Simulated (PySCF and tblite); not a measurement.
Results of a calculation; reference values are marked as such.
System: C7H6F2, numbered as in [F:1][C:2]1=[CH:3][CH:4]=[CH:5][CH2:6][CH:7]=[C:8]1[F:9].

For the shift of H on C6 from C6 to C2: electronic barrier 40.72 kcal/mol, zero-point change -2.80 kcal/mol, thermal and entropy terms at 250 K a further 0.32 kcal/mol (symmetry numbers apart). The minimum is C1, the saddle C1. Level: CAM-B3LYP/pcSseg-1 + D3(BJ) on B3LYP-D3(BJ)/def2-SVP stationary points, with GFN2-xTB thermal terms. Rates follow Eyring's equation with the number of equivalent paths and no tunnelling. Programs: tblite and PySCF.

Question: How many equivalent paths lead out of the minimum?

Answer: 1: the symmetry number of the minimum is 1, that of the saddle displaced along its mode 1.

Question: Work out the rate at 250 K.

Answer: ΔG‡ = 38.24 kcal/mol; k_B T/h = 5.2×10¹² s⁻¹; exp(−ΔG‡/RT) = 3.7×10⁻³⁴; times 1 gives k = 2×10⁻²¹ s⁻¹.

Tunnelling of the moving H, left out here, will speed the real process.
